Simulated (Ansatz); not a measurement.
BCl, triplet, geometry from GFN2-xTB (the spin is typed, not shown lowest); REVPBE/def2-SVP (Ansatz, a first-principles code).

Input for Ansatz:
Ansatz 0.2 input:
```yaml
crystal:
  periodic: [false, false, false]
  atoms:
    - {symbol: B, position_ang: [-0.00000000, -0.00000000, -1.29965053]}
    - {symbol: Cl, position_ang: [0.00000000, 0.00000000, 0.38225016]}
basis:
  gaussian:
    orbitals: def2-SVP
hamiltonian:
  xc: revpbe
magnetization: {spin_polarized: true, initial_magnetization: 2}
```

**Question.** Predict the main parts of the log of this Ansatz run.

**Answer.** 
```
Functional definition: revPBE
349 factors; their error is unknown
mean field evaluation 1: about -13187.1215 eV, gradient 9.8e0 eV
mean field evaluation 2: about -13186.4370 eV, gradient 1.5e1 eV
mean field evaluation 4: about -13187.9088 eV, gradient 7.1e-1 eV
mean field evaluation 8: about -13187.8934 eV, gradient 3.2e-2 eV
mean field evaluation 16: about -13187.9008 eV, gradient 5.2e-2 eV
mean field -13187.89336311 eV, -484.6461420190 hartree, gradient 2.9e-5 eV, S^2 2.005799; 1 other end points of the search recorded, 0 dependent functions left out
reference -13187.89339371 eV, -484.6461431436 hartree; 12, 10 occupied and 20, 22 virtual orbitals, 349 factors
Total energy: -13187.89339371 eV, -484.6461431436 hartree
```
